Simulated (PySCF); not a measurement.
Si(F)(H)(SH)2 (FH3S2Si), SMILES F[SiH](S)S.

Geometry: r2SCAN-D4/def2-SVP. One conformer was computed; it need not be the lowest.

Calculation: TDDFT-M06-2X/def2-SVPD (PySCF 2.14.0).

Vertical excitations. The molecule is in vacuum.

```csv
state,energy (eV),λ (nm),f,main pairs
S1,6.16,201,0.001,"HOMO→LUMO 39 %, HOMO→LUMO+3 23 %, HOMO→LUMO+4 8 %, HOMO→LUMO+2 7 %"
S2,6.24,199,0.002,"HOMO−1→LUMO 42 %, HOMO−1→LUMO+2 13 %, HOMO→LUMO+3 10 %, HOMO→LUMO+4 9 %"
S3,6.72,185,0.027,"HOMO→LUMO+1 54 %, HOMO→LUMO 20 %"
S4,6.92,179,0.062,"HOMO−1→LUMO+2 36 %, HOMO−1→LUMO 25 %, HOMO→LUMO+2 18 %, HOMO→LUMO+1 8 %"
S5,7.06,175,0.010,"HOMO→LUMO+2 34 %, HOMO→LUMO+3 31 %, HOMO−1→LUMO+2 14 %"
S6,7.42,167,0.019,"HOMO−1→LUMO+1 38 %, HOMO−1→LUMO+3 20 %, HOMO−1→LUMO+4 12 %, HOMO−1→LUMO+7 10 %"
S7,7.54,164,0.070,"HOMO→LUMO 21 %, HOMO→LUMO+1 15 %, HOMO−1→LUMO 10 %, HOMO→LUMO+4 8 %"
S8,7.61,163,0.009,"HOMO−1→LUMO+3 57 %, HOMO−1→LUMO+1 11 %"
S9,7.89,157,0.025,"HOMO→LUMO+4 30 %, HOMO→LUMO+3 17 %, HOMO→LUMO+7 9 %, HOMO→LUMO+2 8 %"
S10,8.10,153,0.011,"HOMO−1→LUMO+4 31 %, HOMO→LUMO+5 17 %, HOMO−1→LUMO+1 16 %, HOMO→LUMO+4 9 %"
T1,5.86,211,0,"HOMO→LUMO 38 %, HOMO→LUMO+3 21 %, HOMO→LUMO+4 7 %"
T2,5.93,209,0,"HOMO−1→LUMO 41 %, HOMO→LUMO+3 11 %, HOMO−1→LUMO+2 11 %, HOMO→LUMO+4 10 %"
T3,6.38,194,0,"HOMO→LUMO+1 55 %, HOMO→LUMO 9 %, HOMO→LUMO+2 9 %"
T4,6.56,189,0,"HOMO−1→LUMO+2 49 %, HOMO−1→LUMO 17 %, HOMO→LUMO+2 10 %"
```
Triplets are in the Tamm–Dancoff approximation, which puts them higher than full response would, so one can lie above its singlet here.
